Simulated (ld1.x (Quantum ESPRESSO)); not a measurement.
**An odd input for ld1.x (Quantum ESPRESSO) 7.5 (silver)**

Command:

```bash
ld1.x < Ag.in > Ag.out
```

Input:

```
&input
   title='Ag', zed=47., rel=1, dft='PBE', iswitch=3,
   config='[Kr] 4d10 4f-2 5s0.5 5p0.5',
   nld=4, rlderiv=3.05, eminld=-3.0, emaxld=5.0, deld=0.02
 /
 &inputp
   pseudotype=3, tm=.true., lloc=3,
   nlcc=.true.,
   which_augfun='PSQ', rmatch_augfun=7.00,
   file_pseudopw='Ag.UPF', file_wfcaegen='ae.wfc', file_wfcncgen='nc.wfc', file_beta='beta', file_chi='chi', file_wfcusgen='us.wfc'
 /
7
5S  1  0   0.50   0.00  2.05  2.80  0.0
5S  1  0   0.00   3.15  2.05  2.80  0.0
5P  2  1   0.50   0.00  2.20  2.80  0.0
5P  2  1   0.00   0.70  2.20  2.80  0.0
4D  3  2  10.00   0.00  1.15  1.45  0.0
4D  3  2   0.00   1.15  1.15  1.45  0.0
4F  4  3  -2.00  -0.10  2.30  2.30  0.0
 &test
   configts(1)='4d10 5s0.5 5p0.5'
 /
```

This is an input that runs to its end, with one change: augmentation radius set to 7.00 bohr. The unchanged file is no sound one. Note: ghost state, extra bound levels that the all-electron valence spectrum of the same l lacks: s at -40.7 eV. A true bound ghost makes a file unfit for plane-wave use.

Question: How does the run end?

Answer: The program stops during the generation: "compute_q_3bess: problem with the q_i coefficients". Messages: qmax not found.

```
      Wfc-us  4D rcutus= 1.455  Estimated cut-off energy=    54.25 Ry
      Wfc-us  4D rcutus= 1.455  Estimated cut-off energy=    63.12 Ry

     Message from routine find_qi:
     qmax not found

 %%%%%%%%%%%%%%%%%%%%%%%%%%%%%%%%%%%%%%%%%%%%%%%%%%%%%%%%%%%%%%%%%%%%%%%%%%%%%%
     Error in routine compute_q_3bess (1):
     problem with the q_i coefficients
 %%%%%%%%%%%%%%%%%%%%%%%%%%%%%%%%%%%%%%%%%%%%%%%%%%%%%%%%%%%%%%%%%%%%%%%%%%%%%%

     stopping ...
```
